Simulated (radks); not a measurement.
Values are calculated unless marked as measured or tabulated.
Q: These are the eigenvalues of the occupied orbitals of an atom or ion with whole-number occupations (eV). Level of theory: Dirac Kohn-Sham, PBE, spin-unpolarised, spherical densities, finite nucleus; Fermi nuclear charge, rms radius of each element as measured or else 0.836 A^(1/3) + 0.57 fm (a radial shooting solver on a logarithmic mesh with Libxc functionals).

orbital  eigenvalue
1s1/2     -45078.14
2s1/2     -7413.021
2p1/2     -7025.696
2p3/2     -6465.510
3s1/2     -1698.671
3p1/2     -1532.560
3p3/2     -1419.915
3d3/2     -1131.110
3d5/2     -1106.708
4s1/2     -419.5042
4p1/2     -356.0826
4p3/2     -331.1396
4d3/2     -226.5007
4d5/2     -221.9914
5s1/2     -129.7420
5p1/2     -109.9432
5p3/2     -105.1384
4f5/2      -99.8284

Which element is it, and in what charge state? The configuration may be excited. Open shells, if any, fill j = l - 1/2 first.

A: Z = 61, promethium, charge +7: Pm7+ in [Kr] 4d10 4f3 5s2 5p3. The list shows which subshells hold electrons but not how many an open one holds; the 1s level, -1656.6 hartree, gives Z - s = 57.6 by -(Z - s)^2/2, which with screening and relativity narrows Z to a few neighbours, and the depths of the outer levels then fix element, charge and occupations together.
